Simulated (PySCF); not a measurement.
hexamethyldisiloxane (C6H18OSi2), SMILES C[Si](C)(C)O[Si](C)(C)C. Heavy atoms are numbered as in [CH3:1][Si:2]([CH3:3])([CH3:4])[O:5][Si:6]([CH3:7])([CH3:8])[CH3:9]. Hydrogens are named by the atom that carries them.

Geometry optimised at B3LYP-D3(BJ)/def2-SVP. One conformer was computed; it need not be the lowest.

Calculation: CAM-B3LYP/def2-SVP (PySCF).

ESP charges are fitted to the potential on shells at 1.4 to 2.0 van der Waals radii. Atomic charges (e), one atom of each kind:

| atom | ESP fit | Mulliken |
|---|---|---|
| C1 (CH3) | ___ | -0.22 |
| Si2 | ___ | 0.63 |
| O5 | ___ | -0.57 |
| H on C1 | ___ | 0.04 |

### Question
What belongs in the gaps? (Estimate from the structure and the level; the computed values follow.)

### Answer

- C1 (CH3), ESP fit: -0.67
- Si2, ESP fit: 1.11
- O5, ESP fit: -0.74
- H on C1, ESP fit: 0.13

Computed Mayer and Wiberg (Löwdin basis) orders of the bonds:
```tsv
bond	Mayer	Wiberg
C1–Si2	1.00	1.00
Si2–C3	1.01	0.99
Si2–C4	1.00	0.98
Si2–O5	1.05	1.20
O5–Si6	1.05	1.20
Si6–C7	1.00	1.00
Si6–C8	1.01	0.99
Si6–C9	1.00	0.98
```
